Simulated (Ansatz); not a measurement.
Species: CH₄AlO, charge 1, singlet. CH4AlO+ (SMILES [CH3][Al+][OH]).
B3LYP-D3(BJ)/def2-TZVP minimum from Ansatz (a quantum-chemistry and plane-wave program):
```xyz
7

Al     0.0122    -0.0762     0.0527
C     -0.2373     1.4831    -1.0242
H     -1.0156     2.1049    -0.5784
H     -0.5366     1.1799    -2.0290
H      0.7001     2.0401    -1.0698
O      0.2214    -1.3836     0.9555
H      0.3462    -2.1633     1.4939
```
Charge +1, spin multiplicity 1.

Total energies in cc-pV(D+d)Z, 16 correlated electrons, 7 frozen orbitals. Radicals and triplets start from unrestricted determinants; spin-orbit coupling is neglected. Cores are frozen in correlated methods. No relativity. The spin of CH4AlO+ ([CH3][Al+][OH], singlet) was assumed, and the state is the lowest solution found for it.

```csv
method,program,energy (Eh),minus CCSDT(Q) (mEh)
HF,Ansatz,-356.78734,415.85
MP2,Ansatz,-357.16670,36.48
CCSD,Ansatz,-357.19168,11.51
CCSD(T),Ansatz,-357.20141,1.78
CCSDT(Q),Ansatz,-357.20319,0.00
```

Rough core times of Ansatz's runs on a shared machine: CCSD(T) under 20 s, CCSDT(Q) 70 s.
